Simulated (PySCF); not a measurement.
An unknown is described by computed data only.

Formula: C4H12BF2N.

| Quantity | Value |
| --- | --- |
| 1H NMR | chemical shifts (computed TMS as zero) by class: 6.73 (1 H), 2.49 (6 H), 2.38 (2 H), 2.02 (3 H) ppm [GIAO CAM-B3LYP/pcSseg-1] |
| UV, first state | lowest singlet excitation: 7.98 eV (155 nm, f = 0.072) [TDDFT wB97X-D/def2-SVPD] |
| Dipole | 4.31 D [wB97X-D/def2-SVPD] |
| 13C NMR | chemical shifts (computed TMS as zero) by class: 119.0 (1 C), 67.4 (1 C), 54.9 (2 C) ppm [GIAO CAM-B3LYP/pcSseg-1] |
| Rotational structure | rotational constants A, B, C: 3.244, 1.271, 1.174 GHz [PBE0-D3(BJ)/def2-SVP] |
| XPS | B1s 193.8, C1s 292.3 (×2), C1s 292.6, C1s 295.9, N1s 407.2, F1s 693.4 (×2) eV [ΔSCF SCAN, pcX-2 on the ionised atom, pcseg-1 elsewhere, spin-free X2C] |
| NMR, other nuclei | isotropic shieldings of nuclei other than C and H, by class: 113 (1 B), 208 (1 N), 318 (2 F) ppm [GIAO CAM-B3LYP/pcSseg-1] |

Gas-phase values; electronic properties from PySCF, density fitting. Levels stand in brackets. The structure is a single PBE0-D3(BJ)/def2-SVP conformer in the gas phase; no vibrational or solvent corrections. NMR classes are plain means over equivalent atoms (diastereotopic ones count apart unless rotation or inversion swaps them), as if these changed places fast.

Question: What is the compound? Reason from the data.

Answer: Numbering: `[BH3-:1][N+:2]([CH3:3])([CH3:4])[CH2:5][CH:6]([F:7])[F:8]`. 4 carbons fall into 3 classes; from least to most shielded: CHF2 carbon [C6] (119.0 ppm), sp3 carbon bound to nitrogen [C5] (67.4 ppm), N-methyl carbon [C3/C4] (54.9 ppm, 2 C, up to 5.6 ppm apart in this geometry). Hydrogen classes from least to most shielded: 1 H on a CHF2 carbon, C6 (6.73 ppm), 6 H on 2 N-methyl carbons, C3/C4 (2.49 ppm, a mean of values up to 1.6 ppm apart in this geometry), 2 H on an sp3 carbon bound to nitrogen, C5 (2.38 ppm), 3 H on a four-coordinate boron, B1 (2.02 ppm). The other shieldings belong to: 113 ppm, four-coordinate boron [B1]; 208 ppm, nitrogen bonded to B and 3 C [N2]; 318 ppm, fluorine of a CF2 group [F7/F8]. The core levels belong to: B1s 193.8 eV, four-coordinate boron [B1]; C1s 292.3 eV, N-methyl carbon [C3/C4]; C1s 292.6 eV, sp3 carbon bound to nitrogen [C5]; C1s 295.9 eV, CHF2 carbon [C6]; N1s 407.2 eV, nitrogen bonded to B and 3 C [N2]; F1s 693.4 eV, fluorine of a CF2 group [F7/F8]. One atom of each topological class was ionised and stands for its class. The optimised geometry has point group C1 and is an asymmetric top. Structure: `[BH3-][N+](C)(C)CC(F)F`. The assignments are read from this structure; whether some other isomer fits the data as well wasn't checked.

Conformer computed: `[BH3-:1][N+:2]([CH3:3])([CH3:4])[CH2:5][CH:6]([F:7])[F:8]`: B1–N2–C5–C6 50°, N2–C5–C6–F7 67°.
